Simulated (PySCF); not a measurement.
# Excitation energy of Sb²⁺ by level of theory

Sb²⁺ [Kr] 4d10 5s2 5p1 (2P) → Sb²⁺ [Kr] 4d10 5s1 5p2 (4P), as a difference of total energies. Computed with PySCF 2.14 in def2-QZVPPD with the def2 core potential (28 electrons) (8s6p5d4f1g, 88 functions), with scalar relativity through the core potential. Correlated levels: valence: 4s2 4p6 4d10 frozen; valence and next inner shell: nothing frozen outside the core potential. The calculations carry no spin-orbit coupling.

```json
{"method": "UHF", "excitation energy (eV)": "5.570"}
{"method": "LDA", "excitation energy (eV)": "8.065"}
{"method": "PBE", "excitation energy (eV)": "7.780"}
{"method": "PBE0", "excitation energy (eV)": "7.338"}
{"method": "r2SCAN", "excitation energy (eV)": "7.100"}
{"method": "wB97X-V", "excitation energy (eV)": "7.546"}
{"method": "B97-3", "excitation energy (eV)": "7.806"}
{"method": "BLYP", "excitation energy (eV)": "8.133"}
{"method": "M06-L", "excitation energy (eV)": "7.905"}
{"method": "MP2 (valence)", "excitation energy (eV)": "6.352"}
{"method": "SCS-MP2 (valence)", "excitation energy (eV)": "6.642"}
{"method": "MP2 (valence and next inner shell)", "excitation energy (eV)": "7.330"}
{"method": "SCS-MP2 (valence and next inner shell)", "excitation energy (eV)": "7.456"}
```

Q: How much does correlation contribute at MP2 (valence and next inner shell)?

A: 7.330 − (5.570) = 1.760 eV, measured against UHF.
